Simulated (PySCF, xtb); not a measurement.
hydrogen selenide cation (H2Se), SMILES [SeH2] (connectivity only; charge and spin as stated), charge +1, multiplicity 2.

Geometry optimised at B3LYP-D3(BJ)/def2-TZVPD. The spin state was assumed, not searched.

These are IEF-PCM-B3LYP/def2-TZVPD (PySCF 2.14.0) values and carry that method's errors.

The values are the electrostatic part of the solvation free energy, E(continuum) − E(gas) at the gas-phase geometry, in a cavity of scaled van der Waals radii (PySCF's table); cavitation and dispersion terms are not included.

Estimate the values in water (ε = 78.36), dimethylsulfoxide (ε = 46.83), methanol (ε = 32.61). (The exact figures need the calculation; the answer reports its results.)


| solvent | ε | ΔG(elec) (kcal/mol) |
|---|---|---|
| water | 78.36 | -72.4 |
| dimethylsulfoxide | 46.83 | -71.8 |
| methanol | 32.61 | -71.1 |

For comparison, GFN2-xTB/ALPB(water) (xtb, at the GFN2-xTB geometry, all terms of that model) gives -66.5 kcal/mol.
